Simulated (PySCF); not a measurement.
Ligands exchanged one at a time, Ge H-Cl. Isolated molecules, 0 K electronic values unless said otherwise. Strings in code marks are SMILES.

The HOMO–LUMO gap from two functionals at the same geometries (PBE0-D3(BJ)/def2-TZVP), both in PySCF: PBE-D3(BJ)/def2-TZVP and ωB97X-D3(BJ)/def2-TZVP. 

```csv
species,PBE-D3(BJ)/def2-TZVP (eV)
0 of 4 H replaced by Cl (`[GeH4]`),8.53
1 of 4 H replaced by Cl,6.19
2 of 4 H replaced by Cl (`[Cl][GeH2][Cl]`),5.96
```

Problem. What does ωB97X-D3(BJ)/def2-TZVP give for each?

Solution. 
- 0 of 4 H replaced by Cl (`[GeH4]`): 15.22
- 1 of 4 H replaced by Cl: 13.07
- 2 of 4 H replaced by Cl (`[Cl][GeH2][Cl]`): 12.93
Over these rows, drawn at random from the members with no instability flagged (it was tested for open shells, ions and some series alone), PBE minus ωB97X-D3(BJ): mean -6.85 eV, from -6.98 eV to -6.69 eV.
